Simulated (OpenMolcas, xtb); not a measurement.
# A ladder of methods for CH2F3Si (SMILES [CH2][Si](F)(F)F)

CH2F3Si has 7 atoms, charge 0, and is taken as a doublet. As SMILES, `[CH2][Si](F)(F)F`. The coordinates come from a PBE0-D4/def2-TZVP relaxation.

```xyz
7

C    -0.6918    0.4017    0.7635
Si    0.4429   -0.2609   -0.4835
F     0.0094    0.1785   -1.9342
F     0.4954   -1.8380   -0.4811
F     1.9169    0.2413   -0.2366
H    -1.7311    0.6162    0.5422
H    -0.3804    0.5931    1.7841
```

Each level gives the energy change with the C1–H7 bond stretched from 1.084 to 1.409 Å (eV). The values are calculated.

```csv
level,kind,program,value (eV),less CCSD(T)/def2-SVP,CPU time (all runs)
GFN-FF,force field,xtb,1.82,+0.81,under 2 s
GFN0-xTB,semi-empirical,xtb,0.86,-0.15,under 2 s
UHF/def2-SVP,Hartree–Fock,OpenMolcas,1.17,+0.16,12 s
USVWN5/def2-SVP,LDA,OpenMolcas,0.91,-0.10,33 s
UPBE/def2-SVP,GGA,OpenMolcas,0.93,-0.08,54 s
U-r2SCAN/def2-SVP,meta-GGA,OpenMolcas,1.01,0.00,70 s
UM06-L/def2-SVP,meta-GGA,OpenMolcas,1.02,+0.01,64 s
UB3LYP/def2-SVP,global hybrid,OpenMolcas,1.00,-0.01,50 s
UM06-2X/def2-SVP,hybrid meta-GGA,OpenMolcas,1.05,+0.04,63 s
ROCCSD(T)/def2-SVP,coupled cluster or CI,OpenMolcas,1.01,0.00,2.3 min
```

Differences are taken from ROCCSD(T)/def2-SVP for orientation; it has basis-set and higher-order errors of its own. The first shape isn't each level's own minimum. The values span 0.86 to 1.82 eV. CPU times are rough (shared hosts, several kinds of processor): they show what a rung costs within a factor of a few.
